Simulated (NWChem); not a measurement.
Species: Si₂NH₇O; SMILES [SiH2]([SiH2]N)O

```xyz
11

N     -0.4404     2.4277     0.0153
Si     0.5907     1.0144    -0.0210
Si    -0.5592    -1.0503    -0.0054
O      0.4379    -2.4024    -0.0393
H     -0.9834     2.6406    -0.8143
H     -0.9996     2.5959     0.8445
H      1.4901     1.0883     1.1686
H      1.4300     1.1183    -1.2480
H     -1.4090    -1.1763    -1.2205
H     -1.4819    -1.0751     1.1764
H      1.0917    -2.4631     0.6709
```
Atoms are numbered in this order, from 1.

Program: NWChem. Structure relaxed at the B3LYP/6-31G* (spherical d) level. Level BLYP/def2-SVP: energy and gradient; each run changes one setting, and changes count from the defaults (medium grid, exact Coulomb integrals, symmetry on).

**Question.** Which setting moves the energy most, and by about how much (Coulomb fitting, Ahlrichs set; defaults; extra-fine grid; tight SCF thresholds and tolerances; Becke weights; coarse grid)?

**Answer.** Coulomb fitting, Ahlrichs set, by about 600 μHa.
```json
[
 {"setting": "defaults", "size of the energy change (μHa)": "< 10", "largest change of a gradient component (μHa/bohr)": "< 30", "time, defaults = 1 (rough)": "about 1"},
 {"setting": "Becke weights", "size of the energy change (μHa)": "20", "largest change of a gradient component (μHa/bohr)": "40", "time, defaults = 1 (rough)": "about 1"},
 {"setting": "extra-fine grid", "size of the energy change (μHa)": "20", "largest change of a gradient component (μHa/bohr)": "40", "time, defaults = 1 (rough)": "2"},
 {"setting": "coarse grid", "size of the energy change (μHa)": "50", "largest change of a gradient component (μHa/bohr)": "400", "time, defaults = 1 (rough)": "about 1"},
 {"setting": "Coulomb fitting, Ahlrichs set", "size of the energy change (μHa)": "600", "largest change of a gradient component (μHa/bohr)": "60", "time, defaults = 1 (rough)": "0.5"},
 {"setting": "tight SCF thresholds and tolerances", "size of the energy change (μHa)": "< 10", "largest change of a gradient component (μHa/bohr)": "< 30", "time, defaults = 1 (rough)": "about 1"}
]
```
